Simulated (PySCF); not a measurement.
# What a mistake does to a calculation on Al2BH3N

All numbers below are calculated, not measured. The program is PySCF 2.14.0, an open-source quantum chemistry code, run on an isolated molecule that a program drew, which may never have been made. The molecule is Al2BH3N (charge 0, doublet), drawn as the SMILES string `N=[B][Al][AlH2]`.

Each row is a Hartree-Fock (HF) and frozen-core CCSD(T) single point in the cc-pV(D+d)Z basis, meant for a local HF minimum. Run 1 is clean. Each other run has one planted mistake out of seven kinds, and not every kind appears here: one electron removed, one electron added, multiplicity raised by two, geometry at a saddle point, minimal basis STO-3G, one bond length entered in bohr, all coordinates scaled. The reference is restricted for singlets and unrestricted otherwise, and also for a bond in bohr. Adding or removing an electron swaps singlet and doublet. Electrons count all cores. HOMO and LUMO are orbital energies over both spins, the gradient is its largest component, and the lowest frequency (negative if imaginary) is given only where the gradient is small. Bond lengths are over the 6 bonds as drawn. T1 is the CCSD diagnostic: over 0.02 (restricted) or 0.045 (unrestricted) a single reference is doubtful.

Geometry of the clean run:
```xyz
7
Al2BH3N, angstrom
N    -3.8455   -1.9135    2.4173
B    -2.6924   -1.6820    2.0455
Al   -0.6941   -1.2601    1.4547
Al    0.5041   -1.7407   -0.7962
H    -4.7671   -2.0990    2.7141
H     0.5709   -0.6296   -1.9257
H     1.3616   -3.0610   -0.9856
```

| run | electrons | basis functions | <S^2> | HOMO (eV) | LUMO (eV) | gradient (hartree/bohr) | lowest frequency (cm^-1) | mean bond (Å) | longest bond (Å) | T1 | HF (hartree) | CCSD(T) (hartree) | mistake |
|---|---|---|---|---|---|---|---|---|---|---|---|---|---|
| 1 | 41 | 89 | 0.786 | -7.42 | 0.14 | 2.9e-05 | 68 | 1.6853 | 2.595 | 0.0235 | -564.69189 | -565.09434 | no fault |
| 2 | 40 | 89 | 0.000 | -15.27 | -6.04 | 3.2e-02 | - | 1.6853 | 2.595 | 0.0217 | -564.44486 | -564.84402 | one electron removed |
| 3 | 41 | 89 | 0.787 | -7.36 | 0.19 | 5.1e-02 | - | 1.6381 | 2.522 | 0.0228 | -564.68635 | -565.08530 | ? |
| 4 | 41 | 89 | 3.757 | -6.74 | -1.52 | 2.7e-02 | - | 1.6853 | 2.595 | 0.0316 | -564.60255 | -564.99296 | ? |

**Which mistake was planted in run 3, and what did it cost?**

The mean and the longest bond both change by the same factor, 0.972, and the gradient is no longer small. So the mistake is: all coordinates scaled. Subtracting run 1 and multiplying by 627.51 kcal/mol a hartree, the energy moved by 3.5 kcal/mol in HF and 5.7 kcal/mol in CCSD(T).

**Which mistake was planted in run 4, and what did it cost?**

Electrons, basis and geometry are unchanged, and <S^2> is 3.757, beside S(S+1) = 3.75 for a multiplicity of 4. So the mistake is: multiplicity raised by two. Subtracting run 1 and multiplying by 627.51 kcal/mol a hartree, the energy moved by 56.1 kcal/mol in HF and 63.6 kcal/mol in CCSD(T).

Cautions from the logs. Run 2: T1 is over the limit, so its CCSD(T) energy is less reliable.
